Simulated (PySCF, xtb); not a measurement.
HOSi, SMILES [OH+]=[Si] (connectivity only; charge and spin as stated), charge +1, multiplicity 1.

xtb with GFN2-xTB at its own geometry gives an orbital gap of 5.26 eV.

Coordinates come from a r2SCAN-D4/def2-TZVPD optimisation. The isomer is the one that the SMILES or the coordinates give; other isomers of the formula were not compared.

**Question.** What does ωB97X/def2-TZVPD in PySCF give? (The exact figures need the calculation; the answer reports its results.)

**Answer.** gap 12.75 eV (levels -19.13 and -6.39 eV).
